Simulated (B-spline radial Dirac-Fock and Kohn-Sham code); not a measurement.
Run log: Ho

ΔSCF core binding energies without Breit or QED terms, calculated with a radial B-spline solver. Keys: rel is the Hamiltonian (dirac, or spin-free x2c and nr, where L3 and M5 stand for the whole 2p and 3d shells), method is hf or an exchange,correlation pair (spin-unpolarised, also for the hole states), nuc the nuclear model, radius_factor scales its radius, rmax is the box in bohr, h the logarithmic mesh step, order the B-spline order, points the quadrature points per cell, c_factor scales the speed of light, and damp, ndamp, maxit and tol steer the iteration. The run stops when the commutator error falls below 10·tol·max(1, Z/10), or the numerical noise floor, and the energy has settled to about 1e-8 Ha; the virial ratio is −V/T.

Input (task.json):

```json
{"items": [{"Z": 67, "q": 0, "cfg": [[1, 0, 2], [2, 0, 2], [2, 1, 6], [3, 0, 2], [3, 1, 6], [3, 2, 10], [4, 0, 2], [4, 1, 6], [4, 2, 10], [4, 3, 11], [5, 0, 2], [5, 1, 6], [6, 0, 2]], "A": 165, "rrms": 5.2022, "do": "settings", "holes": ["K", "L3", "M5"],
  "settings": [{"rel": "dirac", "method": "hf", "nuc": "fermi", "radius_factor": 1.0, "rmax": 45.0, "h": 0.3, "order": 8, "points": 10, "c_factor": 0.3329, "maxit": 72, "damp": 0.5, "ndamp": 3, "tol": 1e-08}]}]}
```

Command: `python xray2_run.py task.json out`

Ground-state iterations:

```
iter   energy (Ha)        error
   1   -15183.46285219  1.69e+01
   2   -15170.25250288  2.08e+00
   3   -15254.76656453  7.04e-01
   4   -15263.32351346  2.67e-01
   5   -15263.51358910  2.12e-01
   6   -15217.51679480  8.13e-01
   7   -15263.61938837  1.31e-01
   8   -15263.78228688  9.83e-02
   9   -15264.13764525  2.40e-02
  10   -15264.15380250  5.26e-03
  11   -15264.15572728  3.64e-03
  12   -15264.15629008  1.36e-04
  13   -15264.15629218  1.97e-04
  14   -15264.15629334  3.02e-05
  15   -15264.15629338  2.52e-06
  18   -15264.15629339  1.94e-07
```

The ground state converged in 18 iterations, with total energy -15264.15629 Ha, virial ratio 1.25034 and highest orbital energy -3.12 eV. ΔSCF binding energies: K (1s) 25185.6 eV, L3 (2p3/2) 8774.1 eV, M5 (3d5/2) 1190.9 eV.

Q: One setting is unsound. Which, and why?

A: c_factor makes c so small that Zα exceeds 1, so any numbers that come out have no meaning. With the default settings (Dirac Hartree-Fock): The ground state converged in 11 iterations, with total energy -12621.37679 Ha, virial ratio 1.90915 and highest orbital energy -5.17 eV. ΔSCF binding energies: K (1s) 55867.5 eV, L3 (2p3/2) 8091.6 eV, M5 (3d5/2) 1355.0 eV.
